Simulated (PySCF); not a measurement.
An unknown gives this computed stick spectrum. The calculation used TDDFT CAM-B3LYP/def2-SVPD, vertical, gas phase, core orbitals frozen in the response in PySCF 2.14.0, density-fitted response routines. Geometries: GFN2-xTB, one conformer each.

```tsv
state	E (eV)	λ (nm)	f
S1	5.88	210.7	0.022
S2	6.35	195.1	0.218
S3	6.48	191.5	0.035
S4	6.67	185.9	0.0063
S5	6.93	179.0	0.048
S6	7.17	172.9	0.159
S7	7.29	170.1	0.058
S8	7.42	167.2	0.0030
```

Problem. Which structure fits?
A. `[SiH2]([Si@H](F)[SiH3])NC`
B. `[Si@H](F)([SiH2][SiH2]F)[SiH3]`
C. `C[SiH2]N[SiH2][SiH2]F`

Solution. B. Its S1, at 5.88 eV, is the highest among the candidates; the nearest of the others has S1 at 5.46 eV. S1 is HOMO→LUMO (83%). Löwdin shares by element: HOMO silicon 74% (atoms not listed hold the other 26%); LUMO silicon 71% (atoms not listed hold the other 29%). At the same level the other candidates give, for their lowest levels:
- `C[SiH2]N[SiH2][SiH2]F`: 5.46 eV (f 0.003); 6.46 eV (f 0.032); 6.82 eV (f 0.030); 6.94 eV (f 0.009); 7.27 eV (f 0.010); T1 5.10 eV; HOMO -8.80, LUMO -0.09 eV
- `CN[SiH2][Si@H](F)[SiH3]`: 5.05 eV (f 0.003); 5.73 eV (f 0.026); 5.94 eV (f 0.059); 6.36 eV (f 0.015); 6.60 eV (f 0.038); T1 4.75 eV; HOMO -8.36, LUMO -0.29 eV

Shape of the structure used: `[F:1][SiH2:2][SiH2:3][Si@H:4]([F:5])[SiH3:6]`: F1–Si2–Si3–Si4 -15°, Si2–Si3–Si4–F5 -173°.
Triplets come from the Tamm–Dancoff approximation.
